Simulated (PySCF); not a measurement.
C₆ coefficients of unlike pairs at PBE0

Calculated with PySCF 2.14 from the dipole response of each species, C₆(A,B) = (3/π) ∫ α_A(iu) α_B(iu) du, in atomic units, from isotropic polarisabilities. For ions this is the dispersion term alone; charge-induced terms of lower order in 1/R come first.

```tsv
species	configuration	basis	relativity	α (bohr³)	C₆ (like pair)
Sr²⁺	[Kr] (1S)	def2-QZVPPD with the def2 core potential (28 electrons) (7s5p4d3f)	core potential	5.824	28.26
O³⁺	[He] 2s2 2p1 (2P)	aug-cc-pVQZ (6s5p4d3f2g)	none	1.362	1.272
Nb³⁺	[Kr] 4d2 (3F)	aug-cc-pVTZ-DK (9s8p6d3f2g)	spin-free X2C	5.853	25.08
Te	[Kr] 4d10 5s2 5p4 (3P)	aug-cc-pwCVTZ-DK3 with one added diffuse shell each of s, p, d, f type (11s10p8d5f1g)	spin-free X2C	39.57	435.7
```

Q: Estimate C₆ for Nb³⁺ with O³⁺.

A: The integral gives 5.642. The combination rule 2 C_A C_B / (C_A α_B/α_A + C_B α_A/α_B) gives 5.646 and the geometric mean 5.649.

No spin-orbit coupling is included.

The other pairs:

```json
{"pair": "Te, Nb³⁺", "C₆": "95.05"}
{"pair": "O³⁺, Sr²⁺", "C₆": "5.971"}
{"pair": "Nb³⁺, Sr²⁺", "C₆": "26.58"}
{"pair": "Te, Sr²⁺", "C₆": "99.84"}
{"pair": "Te, O³⁺", "C₆": "21.71"}
```
